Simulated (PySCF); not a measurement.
A structure optimised at PBE-D3(BJ)/def2-SVP, used in a PySCF frequency run:

```xyz
11

C      0.9559     1.8673     0.0000
C      0.5248     0.5957     0.0000
O      1.3785    -0.4971     0.0000
C      0.5874    -1.6139     0.0000
C     -0.7503    -1.3671     0.0000
C     -0.9067     0.0967     0.0000
O     -1.9122     0.7976     0.0000
H      0.1912     2.6575     0.0000
H      2.0235     2.1271     0.0000
H      1.1478    -2.5583     0.0000
H     -1.5603    -2.1031     0.0000
```
Charge 0, spin multiplicity 1.

Problem. Write its SMILES, formula and point group.

Solution. C=C1OC=CC1=O, C₅H₄O₂, Cs

Problem. What are its rotational constants (standard atomic weights)?

Solution. 3.9269, 3.6090, 1.8806 GHz
